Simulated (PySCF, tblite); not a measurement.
A set of runs on `CC[CH2][GeH2][SH]`; the geometry of each is named by its level. Settings lines and outputs come from a driver script.

C₃H₁₀GeS.
Atom-mapped SMILES: `[CH3:1][CH2:2][CH2:3][GeH2:4][SH:5]` (hydrogens: H6, H7, H8 on C1; H9, H10 on C2; H11, H12 on C3; H13, H14 on Ge4; H15 on S5)

Step 1: GFN2-xTB geometry optimisation, gas phase (tblite 0.8.0) (from a force-field or distance-geometry start)
```json
{"job": {"kind": "relax", "xc": "GFN2-xTB", "basis": "xTB"}, "charge": 0, "multiplicity": 1}
```
```
step      E/eV     max force
  0    -454.18167    2.459
  1    -454.40758    1.153
  2    -454.48510    0.737
...
106    -454.83220    0.018
107    -454.83225    0.018
108    -454.83231    0.017
109    -454.83234    0.010
110    -454.83236    0.010
```

Energy lowered by 15.0 kcal/mol over 110 steps; largest atomic force 0.010 eV/Å at the end. «max force» is the largest atomic force in eV/Å.

Hardware: an Arm Neoverse V2 with one thread, shared host with 192 logical CPUs at a one-minute load of 68. Cost: 0.54 s wall.

Step 2: GFN2-xTB harmonic vibrations, gas phase (tblite 0.8.0) (on the GFN2-xTB geometry)
```json
{"job": {"kind": "ir", "xc": "GFN2-xTB", "basis": "xTB"}, "charge": 0, "multiplicity": 1}
```
```
(table of modes left out)
```

39 modes from 44 to 3038 cm⁻¹ (unscaled, harmonic); zero-point energy 72.3 kcal/mol; all wavenumbers are real at this level.

Hardware: one thread of an Arm Neoverse V2, on a shared host. Cost: 0.36 s of wall time.

Step 3: TDDFT CAM-B3LYP/def2-SVPD, vertical, gas phase, core orbitals frozen in the response (PySCF 2.14.0, density-fitted response routines) (on the GFN2-xTB geometry)
```json
{"job": {"kind": "uv", "xc": "CAM-B3LYP", "basis": "def2-SVPD", "nstates": 8, "ntriplets": 3}, "charge": 0, "multiplicity": 1}
```
```
...
Static polarisability (au): isotropic 88.660, principal 79.264 88.164 98.551
Singlet excitations
state   eV       nm        f      main configurations
  1   5.9672    207.8   0.02568   H->L+1 0.39, H->L 0.35
  2   6.0038    206.5   0.01706   H->L 0.59, H->L+1 0.19, H->L+2 0.09
  3   7.1826    172.6   0.01385   H->L+2 0.41, H->L+1 0.23, H->L+5 0.10
  4   7.3807    168.0   0.00173   H->L+3 0.51, H->L+2 0.18
  5   7.5730    163.7   0.06551   H-1->L 0.82
  6   7.6864    161.3   0.03441   H->L+6 0.37, H->L+7 0.18, H->L+5 0.15
  7   7.8555    157.8   0.01367   H->L+5 0.53, H->L+6 0.18
  8   7.8861    157.2   0.02847   H-1->L+1 0.48, H-2->L 0.08, H->L+6 0.08
Triplet excitations (Tamm-Dancoff, eV): 5.5552 5.6043 6.8351
```

HOMO -8.48 eV, LUMO 0.81 eV; lowest singlet 5.97 eV; lowest triplet 5.56 eV (Tamm–Dancoff); mean polarisability 88.7 au.

On one thread of an Arm Neoverse V2, shared host, this took 42 s of wall time and 0.93 GiB of memory at its peak.

Geometry of the electronic-property runs (GFN2-xTB):
```
atom  x, y, z in Å
C1    -1.757   -0.237    0.538
C2    -1.001    0.421   -0.606
C3     0.251   -0.361   -0.985
Ge4    1.641   -0.480    0.442
S5     2.012    1.486    1.383
H6    -2.658    0.324    0.775
H7    -2.041   -1.254    0.274
H8    -1.131   -0.273    1.429
H9    -1.653    0.498   -1.481
H10   -0.723    1.437   -0.312
H11    0.724    0.102   -1.856
H12   -0.020   -1.377   -1.273
H13    1.315   -1.410    1.584
H14    2.938   -0.994   -0.158
H15    2.097    2.125    0.224
```

 (This holds for the electronic-property runs.)

One conformer stands for the species.
